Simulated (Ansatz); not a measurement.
`F[CH2][InH][I]` + `CSS` → `CSSCF` + `[InH2][I]`  (substitution at a C–In bond)

Program: Ansatz. Geometries: PBE0-D4/def2-TZVP. ΔE: electronic, gas phase. CBS: MP2 limit from def2 TZ/QZ plus the TZ coupled-cluster correction, frozen cores. Functionals use def2-TZVPP. def2 core potentials past Kr. For I, In outer-core shells are correlated without core-valence functions, which leaves a few kJ/mol of doubt a bond. Each species was taken in one conformer, which may not be the lowest.

`F[CH2][InH][I]`:

```xyz
7

F     1.935   -0.603   -0.659
C     0.737    0.083   -0.761
In   -0.559   -0.283    0.938
I    -2.843    1.094    0.632
H     0.229   -0.228   -1.679
H     0.948    1.153   -0.833
H    -0.447   -1.216    2.363
```

`CSS`:

Z-matrix (Å, degrees):
```
C
S 1 1.802
H 1 1.089 2 110.8
H 1 1.090 2 111.1 3 123.0
H 1 1.093 2 106.0 3 -118.4
S 2 2.037 1 103.0 3 -56.7
H 6 1.349 2 99.3 1 -87.6
```

`CSSCF`:

```xyz
10

C     1.297    0.834   -1.012
S     0.563    1.360    0.550
S    -1.357    0.714    0.395
C    -1.255   -0.981    0.962
F    -0.725   -1.829    0.016
H     1.321   -0.252   -1.084
H     0.752    1.261   -1.853
H     2.318    1.224   -1.009
H    -0.633   -1.034    1.857
H    -2.281   -1.297    1.177
```

`[InH2][I]`:

```xyz
4

In    0.191   -0.251    0.070
I    -1.389    1.826   -0.510
H     1.759    0.195    0.579
H    -0.561   -1.771   -0.139
```

```json
{"level": "PBE-D4", "ΔE (kcal/mol)": "-2.5"}
{"level": "HF/def2-QZVPP", "ΔE (kcal/mol)": "-2.3"}
```

Question: What does CCSD(T)/CBS give? (Best estimate.)

Answer: The calculation gave: -1.3 kcal/mol. The listed levels differ from it by -1.2, -1.0 kcal/mol.

Largest T1 diagnostic among the species: 0.012.

In def2-TZVPP, CCSD(T) changes the Hartree–Fock value by +1.1 kcal/mol (the triples alone add −0.3 kcal/mol) and MP2 by +1.0 kcal/mol. The D4 term adds −0.9 kcal/mol with B3LYP and −0.5 kcal/mol with PBE0; it sums over pairs of atoms, weighted by their polarisabilities, and B3LYP, whose exchange is more repulsive, gets the larger term.

B3LYP here is the variant with VWN-RPA as its local correlation; programs differ in this.
